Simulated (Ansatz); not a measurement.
Relaxation of AlFH₃NO (7 atoms, charge 0, multiplicity 1), to a largest force component of 0.02 eV/Å in at most 40 steps.

These are results of Ansatz, RKS PBE-D4/def2-SVP, not measurements.

```xyz
7
Properties=species:S:1:pos:R:3
Al 0.000 0.000 0.000
N 0.000 0.000 1.920
H -0.877 -0.271 2.450
H 0.877 0.271 2.450
O 1.542 0.000 -0.890
H 1.841 -0.952 -1.045
F -1.464 0.000 -0.845
```

Q: Where does it end, and by what steps?

A: The forces met the threshold. After 10 steps the energy has fallen by 0.580 eV; H6 moved furthest, 0.70 Å.

```
step  energy less start (eV)  largest force component (eV/Å)  accepted
   0                  0.0000                           1.869       yes
   1                 -0.3354                           1.291       yes
   2                 -0.4058                           1.024       yes
   3                 -0.4727                           0.703       yes
   4                 -0.5258                           0.346       yes
   5                 -0.5692                           0.206       yes
   6                 -0.5706                           0.560       yes
   7                 -0.5780                           0.136       yes
   8                 -0.5796                           0.032       yes
   9                 -0.5797                           0.021       yes
  10                 -0.5797                           0.005       yes
```

```xyz
7
Properties=species:S:1:pos:R:3
Al 0.078 -0.179 0.139
N -0.037 0.042 1.888
H -0.908 0.153 2.407
H 0.766 0.076 2.518
O 1.617 -0.351 -0.587
H 1.726 -0.475 -1.542
F -1.323 -0.217 -0.783
```

Whether the end is a true minimum wasn't checked by a vibrational analysis.

Time of the run: 13 s on 2 threads of Arm Neoverse V2, on a shared host, peak memory 0.16 GiB.
